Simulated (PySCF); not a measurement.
# Selenium: a sound run and one with changed settings

Sound run: Se [Ar] 3d10 4s2 4p4, Se⁺ [Ar] 3d10 4s2 4p3. Computed with PySCF 2.14 in jorge-DZP-DKH, with scalar relativity by spin-free X2C-1e. In the sound run the correlated levels freeze [Ar] 3d10. The sound run starts from symmetry-adapted Hartree-Fock orbitals and uses a fine grid where one is needed.

Changed run: initial guess 1e, at most 50 SCF cycles, level shift 0.1 hartree.

```csv
species,method,sound run (hartree),changed run (hartree),converged
Se,UHF,-2427.93281,-2427.93281,yes
Se,BP86,-2430.00087,-2430.00087,yes
Se,M06-2X,-2429.80296,-2429.80296,yes
Se,MP2,-2427.96561,-2427.96375,yes
Se,CCSD(T),-2427.97231,-2427.97231,yes
Se⁺,UHF,-2427.62254,-2427.62254,yes
Se⁺,BP86,-2429.64292,-2429.64292,yes
Se⁺,M06-2X,-2429.45334,-2429.45334,yes
Se⁺,MP2,-2427.64960,-2427.64817,yes
Se⁺,CCSD(T),-2427.65543,-2427.65543,yes
```

Ionisation energy of Se:

```json
{"method": "UHF", "sound run (eV)": "8.443", "changed run (eV)": "8.443"}
{"method": "BP86", "sound run (eV)": "9.741", "changed run (eV)": "9.741"}
{"method": "M06-2X", "sound run (eV)": "9.514", "changed run (eV)": "9.514"}
{"method": "MP2", "sound run (eV)": "8.599", "changed run (eV)": "8.588"}
{"method": "SCS-MP2", "sound run (eV)": "8.611", "changed run (eV)": "8.599"}
{"method": "CCSD", "sound run (eV)": "8.620", "changed run (eV)": "8.620"}
{"method": "CCSD(T)", "sound run (eV)": "8.623", "changed run (eV)": "8.623"}
```

A level shift leaves the converged SCF energy unchanged but raises the virtual orbital energies, which shrinks MP2 if it is not removed.

For comparison, NIST gives 9.752 eV between the lowest levels.
